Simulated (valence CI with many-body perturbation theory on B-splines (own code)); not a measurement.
# Forbidden lines of Mo³⁵⁺

Calculated by valence CI with perturbative core correlation (CI+MBPT): five valence electrons over a frozen Dirac-Fock core [He], radial functions for each j: 11 s, 11 p, 10 d, 8 f, 5 g, 2 h, with the one-electron correlation potential Σ1, the two-electron term Σ2, the three-electron term Σ3, Breit, model QED; selected CI, second order for the rest, scaled by the run's own slope (own B-spline code, finite nucleus).

The last digits are not significant, and no measured levels were compared; by estimate large intervals hold to a few tenths of a per cent, small ones and those within an open d or f shell to about a per cent. Among the levels kept, up to 11000 cm⁻¹ of a level comes from second order outside the variational space, and about a tenth of that is noise between levels of different J, which matters for small intervals.

Lines 1 to 50 of 70 in falling wavelength, among levels below 3273.4 eV, chosen from the decays that carry over 1 % of a level's rate. Wavelengths and rates use the calculated energies. Electric multipoles are in the length gauge, E1 and E2 with the static RPA response of the core. S is in atomic units (e²a₀⁴ for E2 and M2, e²a₀⁶ for E3), for M1 in squared Bohr magnetons. Weak lines are less certain than strong ones. Lines between different terms over intervals too small for the method are left out, as are lines whose strength nearly cancels. The highest levels of a list are the least certain.

Levels are named by their leading jj configuration (3d3/2^4 stands for four electrons in 3d with j = 3/2), which in mixed levels can hold well under half, so a name can repeat and another be missing. Letters in brackets count levels of one name in rising energy.

| λ vac (nm) | Upper | Lower | Type | A (s⁻¹) | S (a.u.) |
| --- | --- | --- | --- | --- | --- |
| 12.56 | (2s^2 2p1/2 2p3/2^2) J=3/2 | (2s^2 2p1/2^2 2p3/2) J=3/2 | M1 | 1.06e+07 | 3.12e+00 |
| 12.51 | (2s^2 2p3/2^3) J=3/2 | (2s^2 2p1/2 2p3/2^2) J=1/2 | M1 | 2.57e+06 | 7.46e-01 |
| 10.83 | (2s^2 2p1/2 2p3/2^2) J=5/2 | (2s^2 2p1/2^2 2p3/2) J=3/2 | M1 | 1.91e+06 | 5.39e-01 |
| 10.32 | (2s^2 2p3/2^3) J=3/2 | (2s^2 2p1/2 2p3/2^2) J=5/2 | M1 | 4.30e+06 | 7.01e-01 |
| 9.146 | (2s^2 2p1/2 2p3/2^2) J=1/2 | (2s^2 2p1/2^2 2p3/2) J=3/2 | M1 | 9.70e+06 | 5.50e-01 |
| 9.122 | (2s^2 2p3/2^3) J=3/2 | (2s^2 2p1/2 2p3/2^2) J=3/2 | M1 | 1.89e+07 | 2.12e+00 |
| 0.4930 | (2s^2 2p1/2 2p3/2 3d5/2) J=9/2 | (2s 2p1/2 2p3/2^3) J=5/2 | E2 | 2.45e+08 | 6.37e-06 |
| 0.4722 | (2s^2 2p3/2^2 3d5/2) J=9/2 | (2s 2p1/2 2p3/2^3) J=5/2 | E2 | 2.55e+08 | 5.35e-06 |
| 0.4644 | (2s^2 2p1/2 2p3/2 3p1/2) J=3/2 [a] | (2s^2 2p1/2 2p3/2^2) J=1/2 | E2 | 6.97e+09 | 5.38e-05 |
| 0.4628 | (2s^2 2p1/2 2p3/2 3p1/2) J=5/2 | (2s^2 2p1/2 2p3/2^2) J=1/2 | E2 | 1.16e+10 | 1.32e-04 |
| 0.4616 | (2s^2 2p1/2 2p3/2 3p1/2) J=1/2 | (2s^2 2p1/2 2p3/2^2) J=5/2 | E2 | 1.76e+10 | 6.60e-05 |
| 0.4600 | (2s 2p1/2 2p3/2^2 3p3/2) J=9/2 | (2s 2p1/2 2p3/2^3) J=5/2 | E2 | 7.55e+09 | 1.39e-04 |
| 0.4593 | (2s^2 2p3/2^2 3p1/2) J=3/2 | (2s^2 2p3/2^3) J=3/2 | E2 | 1.60e+10 | 1.17e-04 |
| 0.4592 | (2s^2 2p1/2^2 3p1/2) J=1/2 | (2s^2 2p1/2^2 2p3/2) J=3/2 | E2 | 6.98e+10 | 2.54e-04 |
| 0.4592 | (2s^2 2p1/2 2p3/2 3p1/2) J=5/2 | (2s^2 2p1/2 2p3/2^2) J=5/2 | E2 | 4.06e+10 | 4.44e-04 |
| 0.4589 | (2s^2 2p1/2 2p3/2 3p1/2) J=1/2 | (2s^2 2p1/2 2p3/2^2) J=3/2 | E2 | 2.55e+10 | 9.28e-05 |
| 0.4587 | (2s^2 2p3/2^2 3p1/2) J=5/2 | (2s^2 2p3/2^3) J=3/2 | E2 | 4.68e+10 | 5.09e-04 |
| 0.4581 | (2s^2 2p1/2 2p3/2 3p1/2) J=3/2 [a] | (2s^2 2p1/2 2p3/2^2) J=3/2 | E2 | 4.58e+10 | 3.30e-04 |
| 0.4581 | (2s^2 2p1/2 2p3/2 3p3/2) J=3/2 [a] | (2s^2 2p1/2 2p3/2^2) J=1/2 | E2 | 4.14e+09 | 2.98e-05 |
| 0.4574 | (2s 2p1/2^2 2p3/2 3p3/2) J=7/2 | (2s 2p1/2^2 2p3/2^2) J=5/2 | E2 | 1.46e+10 | 2.09e-04 |
| 0.4565 | (2s^2 2p1/2 2p3/2 3p1/2) J=5/2 | (2s^2 2p1/2 2p3/2^2) J=3/2 | E2 | 1.01e+10 | 1.07e-04 |
| 0.4564 | (2s^2 2p1/2 2p3/2 3p1/2) J=3/2 [b] | (2s^2 2p1/2 2p3/2^2) J=5/2 | E2 | 4.20e+10 | 2.97e-04 |
| 0.4563 | (2s^2 2p1/2 2p3/2 3p3/2) J=3/2 [b] | (2s^2 2p1/2 2p3/2^2) J=1/2 | E2 | 1.45e+10 | 1.03e-04 |
| 0.4559 | (2s^2 2p1/2 2p3/2 3p3/2) J=5/2 [a] | (2s^2 2p1/2 2p3/2^2) J=5/2 | E2 | 5.89e+09 | 6.21e-05 |
| 0.4556 | (2s^2 2p3/2^2 3p3/2) J=1/2 | (2s^2 2p3/2^3) J=3/2 | E2 | 3.80e+10 | 1.33e-04 |
| 0.4554 | (2s^2 2p3/2^2 3p3/2) J=5/2 | (2s^2 2p3/2^3) J=3/2 | E2 | 2.09e+10 | 2.20e-04 |
| 0.4553 | (2s^2 2p1/2 2p3/2 3p3/2) J=1/2 [a] | (2s^2 2p1/2 2p3/2^2) J=5/2 | E2 | 5.90e+09 | 2.06e-05 |
| 0.4553 | (2s^2 2p3/2^2 3p3/2) J=7/2 | (2s^2 2p3/2^3) J=3/2 | E2 | 1.16e+10 | 1.63e-04 |
| 0.4551 | (2s^2 2p1/2 2p3/2 3p3/2) J=5/2 [b] | (2s^2 2p1/2 2p3/2^2) J=1/2 | E2 | 1.69e+10 | 1.77e-04 |
| 0.4545 | (2s^2 2p1/2 2p3/2 3p3/2) J=3/2 [a] | (2s^2 2p1/2 2p3/2^2) J=5/2 | E2 | 7.69e+09 | 5.33e-05 |
| 0.4537 | (2s^2 2p1/2 2p3/2 3p3/2) J=7/2 | (2s^2 2p1/2 2p3/2^2) J=5/2 | E2 | 2.19e+10 | 3.01e-04 |
| 0.4536 | (2s^2 2p3/2^2 3p1/2) J=1/2 | (2s^2 2p3/2^3) J=3/2 | E2 | 1.25e+10 | 4.28e-05 |
| 0.4533 | (2s^2 2p1/2 2p3/2 3p3/2) J=5/2 [a] | (2s^2 2p1/2 2p3/2^2) J=3/2 | E2 | 1.82e+10 | 1.87e-04 |
| 0.4527 | (2s^2 2p1/2^2 3p3/2) J=3/2 | (2s^2 2p1/2^2 2p3/2) J=3/2 | E2 | 3.64e+10 | 2.47e-04 |
| 0.4527 | (2s^2 2p1/2 2p3/2 3p3/2) J=1/2 [a] | (2s^2 2p1/2 2p3/2^2) J=3/2 | E2 | 2.54e+10 | 8.63e-05 |
| 0.4519 | (2s^2 2p1/2 2p3/2 3p3/2) J=3/2 [a] | (2s^2 2p1/2 2p3/2^2) J=3/2 | E2 | 1.19e+10 | 8.02e-05 |
| 0.4512 | (2s^2 2p3/2^2 3p3/2) J=3/2 [a] | (2s^2 2p3/2^3) J=3/2 | E2 | 4.82e+10 | 3.22e-04 |
| 0.4510 | (2s^2 2p1/2 2p3/2 3p3/2) J=7/2 | (2s^2 2p1/2 2p3/2^2) J=3/2 | E2 | 2.46e+09 | 3.28e-05 |
| 0.4500 | (2s^2 2p1/2 2p3/2 3p3/2) J=1/2 [b] | (2s^2 2p1/2 2p3/2^2) J=5/2 | E2 | 5.74e+10 | 1.89e-04 |
| 0.4480 | (2s^2 2p3/2^2 3d5/2) J=9/2 | (2s 2p1/2^2 2p3/2^2) J=5/2 | E2 | 4.36e+08 | 7.03e-06 |
| 0.4477 | (2s 2p1/2^2 2p3/2 3d5/2) J=9/2 | (2s 2p1/2^2 2p3/2^2) J=5/2 | M2 | 6.59e+08 | 1.06e-05 |
| 0.4474 | (2s^2 2p1/2 2p3/2 3p3/2) J=1/2 [b] | (2s^2 2p1/2 2p3/2^2) J=3/2 | E2 | 2.74e+10 | 8.79e-05 |
| 0.4436 | (2s^2 2p1/2 2p3/2 3d5/2) J=9/2 | (2s^2 2p1/2 2p3/2^2) J=5/2 | M2 | 6.28e+08 | 9.63e-06 |
| 0.4382 | (2s 2p3/2^3 3p3/2) J=7/2 | (2s 2p1/2 2p3/2^3) J=5/2 | E2 | 2.22e+10 | 2.57e-04 |
| 0.4375 | (2s^2 2p1/2 2p3/2 3p3/2) J=5/2 [a] | (2s^2 2p1/2^2 2p3/2) J=3/2 | E2 | 1.05e+10 | 8.97e-05 |
| 0.4370 | (2s 2p1/2 2p3/2^2 3p3/2) J=9/2 | (2s 2p1/2^2 2p3/2^2) J=5/2 | E2 | 4.14e+10 | 5.89e-04 |
| 0.4369 | (2s^2 2p1/2 2p3/2 3p3/2) J=1/2 [a] | (2s^2 2p1/2^2 2p3/2) J=3/2 | E2 | 1.10e+10 | 3.13e-05 |
| 0.4363 | (2s^2 2p3/2^2 3p3/2) J=1/2 | (2s^2 2p1/2 2p3/2^2) J=5/2 | E2 | 1.43e+10 | 4.05e-05 |
| 0.4362 | (2s^2 2p1/2 2p3/2 3p3/2) J=3/2 [a] | (2s^2 2p1/2^2 2p3/2) J=3/2 | E2 | 2.69e+10 | 1.52e-04 |
| 0.4362 | (2s^2 2p3/2^2 3p3/2) J=5/2 | (2s^2 2p1/2 2p3/2^2) J=5/2 | E2 | 2.31e+10 | 1.96e-04 |
